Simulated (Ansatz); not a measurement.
GeH2Br2⁺, that is GeBr2H2 with one electron fewer. The state is a doublet with charge 1. Geometry B3LYP-D4/def2-SVP, that of the neutral singlet; atoms count from 1.

Cartesian coordinates in Å:
```
Ge 0.152 0.046 -0.130
Br 0.318 -1.429 1.653
Br -1.996 0.919 -0.216
H 0.398 -0.742 -1.424
H 1.128 1.205 0.117
```

(1) Estimate the Mulliken populations from the PBE0/def2-TZVP orbitals of Ansatz.

(2) Where does the spin sit?

(3) And the Mayer bond orders between bonded heavy atoms (over 0.3)?

## Answers

(1) 
| atom | charge (e) | spin (α − β) |
| --- | --- | --- |
| Ge1 | 0.40 | -0.05 |
| Br2 | 0.10 | 0.43 |
| Br3 | 0.10 | 0.43 |
| H4 | 0.20 | 0.10 |
| H5 | 0.20 | 0.10 |
Mulliken values and Mayer orders depend strongly on the basis.

(2) Summed by element: Ge -0.05, Br 0.86, H 0.20, of 1 unpaired in all. Largest on single atoms: Br3 0.43, Br2 0.43, H5 0.10.

(3) Ge1–Br2 1.01 (2.32 Å); Ge1–Br3 1.01 (2.32 Å). Values over 0.3 also appear between atoms too far apart for a bond (Br2–Br3 0.38 at 3.79 Å); they arise where an orbital or an unpaired electron spreads over both atoms.
